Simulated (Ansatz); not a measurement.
Energy profile

The step: Si₂H₆O ([SiH3][O][SiH3]) + HF + HF → Si₂H₅OF ([F][SiH2][O][SiH3]) + HF + H₂; bonds formed: Si1–F8, H2–H9, H7–F10; bonds broken: Si1–H2, H7–F8, H9–F10 (atoms numbered as in the saddle structure below).

```
13
angstrom
Si -0.0206 0.3596 0.9525
H 0.0047 -1.1347 0.1914
O -0.9799 0.7913 -0.3300
Si -0.9546 1.0737 -1.9408
H 1.1942 1.1626 0.7166
H -0.9895 0.5268 2.0447
H 1.4183 -1.5711 1.8218
F 1.0195 -0.5594 2.2636
H 0.6508 -1.7235 0.4860
F 1.5094 -2.3933 1.0936
H 0.2574 1.8502 -2.3152
H -2.1723 1.8375 -2.3068
H -0.9372 -0.2197 -2.6774
```

Electronic energies by CCSD(T) at an estimated basis limit (MP2 extrapolated from triple and quadruple zeta, plus CCSD(T) − MP2 in triple zeta), on PBE0-D4/def2-TZVP structures; Si2H8OF2, singlet; no counterpoise correction. Computed with Ansatz 0.2.0 (basis: def2-TZVPP and def2-QZVPP); correlated methods freeze the cores. Extrapolation: Hartree–Fock as exp(−7.88 √X), correlation as X^−2.97.

**Question.** Give the profile in kcal/mol, counted from the separated reactants. (An estimate is asked for; the value comes from the calculation.)

**Answer.** The calculation gives:
| point | kcal/mol |
| --- | --- |
| separated: Si2H6O (linked as [SiH3][O][SiH3]; Si1, H2, O3, Si4, H5, H6, H11, H12, H13; singlet) + HF (H7, F8; singlet) + HF (H9, F10; singlet) | 0.00 |
| start structure | -7.80 |
| saddle | 22.08 |
| end structure | -38.31 |
| separated: Si2H5OF (linked as [F][SiH2][O][SiH3]; Si1, O3, Si4, H5, H6, F8, H11, H12, H13; singlet) + H2 (H2, H9; singlet) + HF (H7, F10; singlet) | -32.24 |

No T1 diagnostic of these runs exceeds 0.013.

For scale, one of the runs: CCSD(T)/def2-TZVPP, 289 basis functions, launched by `ansatz run in.yaml --threads 8 --pin off --events-out ev --progress --plain --max-ram 19148MiB`. Hardware: 8 CPU threads of an Arm Neoverse V2, shared host. Wall time 3 min; peak host memory 9.1 GiB.
